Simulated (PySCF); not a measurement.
## Radial density of Co⁺ (cobalt, charge +1)

HSE06, [Ar] 3d7 4s1, high-spin 5F determinant (an excited configuration). Calculation: PySCF 2.14, in aug-cc-pVTZ-DK (8s7p5d3f2g, 93 functions); scalar relativity by spin-free X2C-1e.

| r (bohr) | 4πr²ρ (e/bohr) | 4πr²(ρα − ρβ) |
| --- | --- | --- |
| 0.000997 | 0.2424 | 0.0001 |
| 0.00168 | 0.6093 | 0.0003 |
| 0.00282 | 1.499 | 0.0007 |
| 0.00474 | 3.559 | 0.0017 |
| 0.00798 | 7.951 | 0.0038 |
| 0.0134 | 15.95 | 0.0074 |
| 0.0226 | 26.59 | 0.0112 |
| 0.0380 | 32.73 | 0.0102 |
| 0.0639 | 27.82 | 0.0045 |
| 0.107 | 27.53 | 0.0417 |
| 0.181 | 36.72 | 0.2551 |
| 0.304 | 21.04 | 1.0559 |
| 0.511 | 16.18 | 2.6486 |
| 0.860 | 15.39 | 2.5771 |
| 1.45 | 4.083 | 1.2422 |
| 2.43 | 0.8866 | 0.6100 |
| 4.09 | 0.1170 | 0.1077 |
| 6.88 | 0.001782 | 0.0017 |

Densities and radii are taken from the X2C orbitals without a picture-change correction, which distorts them close to the nucleus.
